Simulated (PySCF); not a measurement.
Vibration and rotation of GeSe

RHF-CCSD(T) constants of GeSe, ¹Σ⁺ (singlet), closed shell (Ge def2-TZVPPD, Se def2-TZVPPD; no relativity (PySCF 2.14); masses 73.9212 and 79.9165 u):

- ωe: 405.7 cm⁻¹
- ωexe: 0.844 cm⁻¹
- Be: 0.094695 cm⁻¹
- αe: 0.000274 cm⁻¹
- D (centrifugal): 2.06e-08 cm⁻¹
- De to Ge + Se: 5.08 eV

Q: Give the vibrational terms G(v) and spacings up to v = 6.

A: G(v) = ωe(v+½) − ωexe(v+½)².

```tsv
v	G(v) (cm⁻¹)	G(v) − G(v−1)	Bv (cm⁻¹)
0	202.6		0.09456
1	606.7	404.0	0.09428
2	1009.0	402.3	0.09401
3	1409.6	400.6	0.09374
4	1808.6	398.9	0.09346
5	2205.8	397.3	0.09319
6	2601.4	395.6	0.09291
```

Q: How well does the Morse estimate ωe²/(4ωexe) reproduce De, and what is D0?

A: It gives 6.04 eV, 119 % of the computed De. D0 = De − G(0) = 5.08 − 0.03 = 5.05 eV.

Measured values (Huber and Herzberg, Constants of Diatomic Molecules (1979)): ωe = 408.7 cm⁻¹, ωexe = 1.36 cm⁻¹, Be = 0.096340508 cm⁻¹, αe = 0.00028904 cm⁻¹.

Correlated steps freeze 18 core orbitals. Where the molecule has an RHF reference, its open-shell atoms are computed with UHF.
